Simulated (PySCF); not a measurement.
Sn(H)(Me)(Vi)2, C5H10Sn, SMILES C=[CH][SnH]([CH3])[CH]=C, GFN2-xTB optimised geometry.

```
16

Sn    -1.73    -0.48     0.00
C     -2.48    -1.49     1.78
C      0.43    -0.48     0.00
C      1.18    -1.14     0.86
C     -2.51    -1.38    -1.80
C     -3.30    -0.78    -2.66
H     -2.26     1.14     0.00
H     -2.19    -2.54     1.77
H     -3.56    -1.44     1.82
H     -2.08    -1.03     2.67
H      0.91     0.10    -0.78
H      2.26    -1.11     0.81
H      0.76    -1.73     1.66
H     -2.22    -2.41    -1.98
H     -3.67    -1.28    -3.55
H     -3.62     0.24    -2.53
```

Density from PySCF with CAM-B3LYP/def2-TZVP, def2 effective core potentials past Kr at that geometry. The core electrons that the potentials of Sn replace are not part of the density.

Minimum of the electron density along straight lines between bonded atoms, close to the bond critical point (lines longer than 1.1 times the sum of covalent radii, or with two minima, are not listed):

| bond | length / Å | ρ at the minimum / e bohr⁻³ | ∇²ρ there / e bohr⁻⁵ | position (fraction from the first atom) |
|---|---|---|---|---|
| Sn1–C2 | 2.182 | 0.100 | 0.10 | 0.51 |
| Sn1–C3 | 2.159 | 0.104 | 0.12 | 0.51 |
| C3–C4 | 1.319 | 0.362 | -1.13 | 0.50 |
| Sn1–C5 | 2.158 | 0.104 | [?] | 0.51 |
| C5–C6 | 1.318 | 0.362 | -1.14 | 0.50 |
| Sn1–H7 | 1.699 | 0.115 | [?] | 0.63 |
| C2–H8 | 1.084 | 0.278 | -0.94 | 0.64 |
| C2–H9 | 1.083 | 0.279 | -0.95 | 0.64 |
| C2–H10 | 1.084 | 0.279 | -0.95 | 0.64 |
| C3–H11 | 1.081 | 0.285 | -1.01 | 0.65 |
| C4–H12 | 1.080 | 0.287 | -1.03 | 0.65 |
| C4–H13 | 1.078 | 0.289 | -1.05 | 0.64 |
| C5–H14 | 1.082 | 0.285 | -1.00 | 0.64 |
| C6–H15 | 1.080 | 0.287 | -1.03 | 0.65 |
| C6–H16 | 1.077 | 0.290 | -1.05 | 0.65 |

Q: What belongs in the gaps?

A: 
- Sn1–C5, ∇²ρ there / e bohr⁻⁵: 0.13
- Sn1–H7, ∇²ρ there / e bohr⁻⁵: 0.08
